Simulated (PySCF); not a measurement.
C2H8FNOSi, SMILES F[Si@](CC)(O)N.

The structure is a stationary point at B3LYP-D3(BJ)/def2-SVP. The structure was generated by enumeration; whether it is a known compound was not checked. Other conformers were not sampled.

These are PySCF with CAM-B3LYP/def2-TZVP values and carry that method's errors.

Gas-phase values at a fixed geometry.

```yaml
total_energy: -600.55189 hartree
highest_occupied_level: -9.29 eV
lowest_empty_level: 1.45 eV
orbital_gap: 10.73 eV
dipole_moment: 0.81 D
quadrupole, principal values (traceless, Buckingham form, about the centre of nuclear charge): -11.40, 2.03, 9.38 D·Å
mean_static_polarisability: 56.9 bohr³ (8.42 Å³)
polarisability_principal_values: 50.6, 57.3, 62.7 bohr³
```
